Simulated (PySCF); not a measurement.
Isomers of C3H2FNSe, mass 150.934 u with the commonest isotopes. Method used: PBE0-D3(BJ)/def2-SVP geometry optimisation, gas phase in PySCF. One conformer each, none proved a minimum here; rigid rotors.

**Question.** Order these by rotational constant C, largest first.
A. `Fc1cn[se]c1`
B. `Fc1n[se]cc1`
C. `Fc1ccn[se]1`

**Answer.** C (1602 MHz), B (1409 MHz), A (1370 MHz).

**Question.** Order these by radius of gyration √(Σ m r²/M), smallest first.
A. `FC1=CC=N[Se]1`
B. `Fc1cc[se]n1`
C. `Fc1cn[se]c1`

**Answer.** A (1.446 Å), B (1.542 Å), C (1.563 Å).

**Question.** Order these by rotational constant A, largest first.
A. `[se]1c(F)ccn1`
B. `Fc1cc[se]n1`
C. `Fc1cn[se]c1`
D. `Fc1cnc[se]1`
E. `c1nc(F)c[se]1`

**Answer.** E (6960 MHz), C (6776 MHz), B (6530 MHz), A (3666 MHz), D (3461 MHz).

```json
{"SMILES": "Fc1ccn[se]1", "point group": "Cs", "Ia (u·Å²)": "137.87", "Ib (u·Å²)": "177.54", "Ic (u·Å²)": "315.41", "κ": "0.21", "μa (D)": "1.29", "μb (D)": "0.27", "μc (D)": "0.00"}
{"SMILES": "Fc1cnc[se]1", "point group": "Cs", "Ia (u·Å²)": "146.03", "Ib (u·Å²)": "174.25", "Ic (u·Å²)": "320.28", "κ": "0.40", "μa (D)": "0.96", "μb (D)": "0.89", "μc (D)": "0.00"}
{"SMILES": "Fc1cn[se]c1", "point group": "Cs", "Ia (u·Å²)": "74.59", "Ib (u·Å²)": "294.28", "Ic (u·Å²)": "368.87", "κ": "-0.87", "μa (D)": "0.11", "μb (D)": "1.57", "μc (D)": "0.00"}
{"SMILES": "Fc1ncc[se]1", "point group": "Cs", "Ia (u·Å²)": "139.94", "Ib (u·Å²)": "175.42", "Ic (u·Å²)": "315.36", "κ": "0.27", "μa (D)": "2.44", "μb (D)": "0.31", "μc (D)": "0.00"}
{"SMILES": "Fc1cc[se]n1", "point group": "Cs", "Ia (u·Å²)": "77.40", "Ib (u·Å²)": "281.28", "Ic (u·Å²)": "358.68", "κ": "-0.85", "μa (D)": "1.63", "μb (D)": "2.86", "μc (D)": "0.00"}
{"SMILES": "Fc1c[se]cn1", "point group": "Cs", "Ia (u·Å²)": "72.61", "Ib (u·Å²)": "299.06", "Ic (u·Å²)": "371.67", "κ": "-0.88", "μa (D)": "2.58", "μb (D)": "0.70", "μc (D)": "0.00"}
```
